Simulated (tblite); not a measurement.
Species: C5H13BS2Si.
Atom-mapped SMILES: `[BH2:1][C@@H:2]1[C@H:3]([S:4][SiH3:5])[C@:6]1([CH3:7])[S:8][CH3:9]` (hydrogens: H10, H11 on B1; H12 on C2; H13 on C3; H14, H15, H16 on Si5; H17, H18, H19 on C7; H20, H21, H22 on C9)

Computed with GFN2-xTB (tblite), gas phase: L-BFGS steps from a force-field or distance-geometry start until the largest atomic force falls under 0.01 eV/Å.

Step 11: E = -728.4602 eV
```
atom  x, y, z in Å  |  force x, y, z in eV/Å
B1      0.9265    0.2761   -1.8145   -0.099   0.034   0.059
C2      0.8395    0.8383   -0.3766    0.050   0.034   0.059
C3      0.4701    0.0024    0.8268    0.095  -0.057   0.022
S4      0.5584   -1.8080    0.7605   -0.055   0.139  -0.208
Si5     2.5130   -2.0559   -0.1368   -0.185  -0.124   0.096
C6     -0.5649    0.8979    0.2371   -0.027  -0.254  -0.412
C7     -0.8984    2.2400    0.8391    0.001  -0.187  -0.070
S8     -1.8753    0.2355   -0.8335    0.040  -0.002   0.059
C9     -2.8297   -0.8841    0.2510    0.077   0.128  -0.082
H10     1.2770    0.9804   -2.6826    0.023  -0.094   0.067
H11     0.5861   -0.8234   -2.0135    0.072   0.055  -0.185
H12     1.4266    1.7190   -0.1336    0.055   0.059  -0.025
H13     0.8251    0.2927    1.8060    0.152   0.233   0.034
H14     3.2545   -2.7899    0.8736    0.093  -0.068   0.029
H15     3.0645   -0.7333   -0.3795    0.035   0.025   0.058
H16     2.3717   -2.7848   -1.3885   -0.034  -0.061   0.061
H17    -0.1651    2.5126    1.5929   -0.068   0.025   0.141
H18    -1.9004    2.2538    1.2565   -0.015   0.000   0.093
H19    -0.8401    2.9624    0.0251   -0.169   0.134   0.114
H20    -3.6603   -0.3408    0.6836   -0.103   0.031   0.063
H21    -3.1839   -1.6594   -0.4183   -0.097  -0.078   0.083
H22    -2.2053   -1.3120    1.0246    0.157   0.027  -0.058
```

Step 12: E = -728.4796 eV
```
atom  x, y, z in Å  |  force x, y, z in eV/Å
B1      0.9342    0.2786   -1.8192   -0.143   0.016  -0.042
C2      0.8359    0.8347   -0.3846    0.025   0.121   0.019
C3      0.4798    0.0050    0.8188   -0.050  -0.044   0.106
S4      0.5564   -1.7949    0.7648    0.019  -0.112  -0.228
Si5     2.5156   -2.0663   -0.1255   -0.224  -0.066   0.096
C6     -0.5685    0.8905    0.2350    0.037  -0.139  -0.394
C7     -0.9070    2.2299    0.8450    0.036  -0.179  -0.061
S8     -1.8810    0.2434   -0.8399    0.103  -0.004   0.084
C9     -2.8227   -0.8751    0.2495   -0.001   0.091  -0.016
H10     1.2812    0.9837   -2.6847    0.063  -0.032   0.037
H11     0.5934   -0.8140   -2.0375    0.052  -0.038  -0.145
H12     1.4148    1.7167   -0.1454    0.139   0.183   0.010
H13     0.8398    0.3008    1.7935    0.148   0.267   0.074
H14     3.2646   -2.8031    0.8802    0.052  -0.036   0.005
H15     3.0566   -0.7362   -0.3684    0.043  -0.033   0.058
H16     2.3572   -2.7935   -1.3770   -0.014  -0.053   0.074
H17    -0.1759    2.5091    1.6002   -0.075  -0.015   0.111
H18    -1.9087    2.2379    1.2652    0.008  -0.014   0.071
H19    -0.8535    2.9557    0.0343   -0.178   0.147   0.098
H20    -3.6530   -0.3354    0.6921   -0.064   0.006   0.029
H21    -3.1804   -1.6509   -0.4184   -0.093  -0.085   0.125
H22    -2.1891   -1.2972    1.0211    0.116   0.020  -0.112
```

Step 13: E = -728.4980 eV
```
atom  x, y, z in Å  |  force x, y, z in eV/Å
B1      0.9388    0.2814   -1.8245   -0.145  -0.003  -0.120
C2      0.8333    0.8332   -0.3922    0.033   0.160  -0.022
C3      0.4884    0.0072    0.8129   -0.138   0.013   0.134
S4      0.5546   -1.7847    0.7649    0.035  -0.290  -0.196
Si5     2.5145   -2.0772   -0.1130   -0.170  -0.003   0.071
C6     -0.5708    0.8816    0.2271    0.111   0.049  -0.215
C7     -0.9147    2.2171    0.8496    0.039  -0.098  -0.030
S8     -1.8852    0.2508   -0.8454    0.111  -0.029   0.031
C9     -2.8161   -0.8651    0.2481   -0.078   0.023   0.054
H10     1.2867    0.9865   -2.6863    0.095   0.036  -0.002
H11     0.6016   -0.8056   -2.0634    0.026  -0.112  -0.096
H12     1.4057    1.7180   -0.1568    0.175   0.246   0.031
H13     0.8565    0.3135    1.7824    0.100   0.250   0.060
H14     3.2751   -2.8166    0.8867   -0.001   0.002  -0.027
H15     3.0495   -0.7402   -0.3564    0.036  -0.112   0.063
H16     2.3428   -2.8029   -1.3643    0.003  -0.046   0.087
H17    -0.1881    2.5053    1.6091   -0.085  -0.082   0.043
H18    -1.9162    2.2222    1.2748    0.044  -0.057   0.032
H19    -0.8699    2.9517    0.0455   -0.168   0.119   0.095
H20    -3.6470   -0.3301    0.7008   -0.009  -0.016  -0.004
H21    -3.1785   -1.6440   -0.4157   -0.077  -0.068   0.161
H22    -2.1713   -1.2825    1.0155    0.062   0.020  -0.148
```

Problem. Estimate the geometry and energy of step 14. (The exact step hangs on the optimiser's Hessian estimate; all steps are aligned on step 13, rigid shifts and turns removed.)

Solution. E = -728.5162 eV, largest force 0.339 eV/Å
```
atom  x, y, z in Å  |  force x, y, z in eV/Å
B1      0.9406    0.2841   -1.8319   -0.114  -0.009  -0.150
C2      0.8318    0.8348   -0.4002    0.066   0.142  -0.047
C3      0.4947    0.0096    0.8093   -0.139   0.070   0.089
S4      0.5529   -1.7798    0.7613   -0.009  -0.319  -0.115
Si5     2.5105   -2.0883   -0.0991   -0.050   0.037   0.025
C6     -0.5708    0.8740    0.2155    0.152   0.234   0.033
C7     -0.9221    2.2027    0.8533    0.014   0.032   0.011
S8     -1.8875    0.2574   -0.8508    0.077  -0.068  -0.057
C9     -2.8107   -0.8549    0.2475   -0.117  -0.045   0.097
H10     1.2942    0.9900   -2.6879    0.112   0.090  -0.041
H11     0.6103   -0.7993   -2.0913    0.001  -0.145  -0.038
H12     1.3999    1.7238   -0.1677    0.163   0.229   0.031
H13     0.8750    0.3312    1.7722    0.015   0.173   0.001
H14     3.2856   -2.8299    0.8924   -0.057   0.038  -0.055
H15     3.0431   -0.7466   -0.3431    0.028  -0.176   0.065
H16     2.3286   -2.8133   -1.3498    0.019  -0.043   0.091
H17    -0.2020    2.4996    1.6188   -0.076  -0.145  -0.028
H18    -1.9226    2.2052    1.2849    0.068  -0.118  -0.008
H19    -0.8898    2.9500    0.0589   -0.142   0.075   0.093
H20    -3.6415   -0.3249    0.7095    0.036  -0.020  -0.023
H21    -3.1783   -1.6384   -0.4097   -0.060  -0.047   0.175
H22    -2.1522   -1.2675    1.0070    0.012   0.014  -0.149
```

The energy changes by -0.0182 eV. The first-order estimate −F·Δx gives -0.0251 eV and the mean of the old and new forces, exact on a quadratic surface, -0.0182 eV. The step makes an angle of 68° with the force vector and moves no atom by more than 0.030 Å.

The cost below is that of the whole relaxation. Hardware: an Arm Neoverse N1 with one thread, shared host. Cost: 3.4 s.
